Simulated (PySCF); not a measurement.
Si(H)(OMe)(NH2)2, CH8N2OSi, SMILES CO[SiH](N)N, singlet, B3LYP/def2-SVP optimised geometry.

```
13

Si    -1.46    -0.14     0.00
N     -1.93    -1.05     1.39
N     -2.08     1.46     0.00
O      0.21    -0.14     0.00
C      1.02    -1.29    -0.17
H     -1.97    -0.78    -1.25
H     -1.36    -1.01     2.23
H     -2.91    -1.20     1.63
H     -1.94     2.05     0.82
H     -2.03     2.02    -0.85
H      0.86    -1.76    -1.16
H      0.83    -2.05     0.60
H      2.08    -0.99    -0.10
```

Density from B3LYP/def2-TZVP in PySCF 2.14.0 at that geometry.

Minimum of the electron density along straight lines between bonded atoms, close to the bond critical point (lines longer than 1.1 times the sum of covalent radii, or with two minima, are not listed):

```csv
bond,length / Å,ρ at the minimum / e bohr⁻³,∇²ρ there / e bohr⁻⁵,position (fraction from the first atom)
Si1–N2,1.728,0.133,0.52,0.40
Si1–N3,1.724,0.134,0.53,0.40
Si1–O4,1.674,0.130,0.72,0.41
O4–C5,1.407,0.260,-0.57,0.64
Si1–H6,1.490,0.124,0.13,0.49
N2–H7,1.015,0.330,-1.55,0.73
N2–H8,1.015,0.331,-1.57,0.73
N3–H9,1.017,0.330,-1.54,0.73
N3–H10,1.017,0.330,-1.54,0.73
C5–H11,1.108,0.276,-0.95,0.64
C5–H12,1.106,0.277,-0.95,0.65
C5–H13,1.103,0.280,-0.98,0.65
```
